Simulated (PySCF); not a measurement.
SMILES F[B-](F)(F)F (charge -1), CAM-B3LYP/def2-SVP optimised geometry.

```
5

F      0.93    -0.33     0.00
B     -0.47    -0.33     0.00
F     -0.93    -0.99     1.14
F     -0.93    -0.99    -1.14
F     -0.93     0.99     0.00
```

Density from CAM-B3LYP/def2-TZVPD (PySCF) at that geometry.

Minimum of the electron density along straight lines between bonded atoms, close to the bond critical point (lines longer than 1.1 times the sum of covalent radii, or with two minima, are not listed):

```json
[
 {"bond": "F1–B2", "length / Å": "1.401", "ρ at the minimum / e bohr⁻³": "0.168", "∇²ρ there / e bohr⁻⁵": "0.81", "position (fraction from the first atom)": "0.67"},
 {"bond": "B2–F3", "length / Å": "1.401", "ρ at the minimum / e bohr⁻³": "0.168", "∇²ρ there / e bohr⁻⁵": "0.81", "position (fraction from the first atom)": "0.33"},
 {"bond": "B2–F4", "length / Å": "1.401", "ρ at the minimum / e bohr⁻³": "0.168", "∇²ρ there / e bohr⁻⁵": "0.80", "position (fraction from the first atom)": "0.33"},
 {"bond": "B2–F5", "length / Å": "1.401", "ρ at the minimum / e bohr⁻³": "0.168", "∇²ρ there / e bohr⁻⁵": "0.80", "position (fraction from the first atom)": "0.33"}
]
```
